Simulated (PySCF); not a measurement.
Level of theory: PySCF with TPSSh-D3(BJ)/def2-TZVP. All species are isolated molecules in the gas phase. 

Reference species (SMILES): `[Cl][AlH][Cl]` (neutral, multiplicity 1).

```
Quantity        Value
-------------  ------
dipole moment  1.00 D
```

Changed species: `[AlH3]` (whole molecule; the reference has whole molecule).

Give the shifts of the dipole moment.

the dipole moment falls by 1.00 D, to 0.00 D.
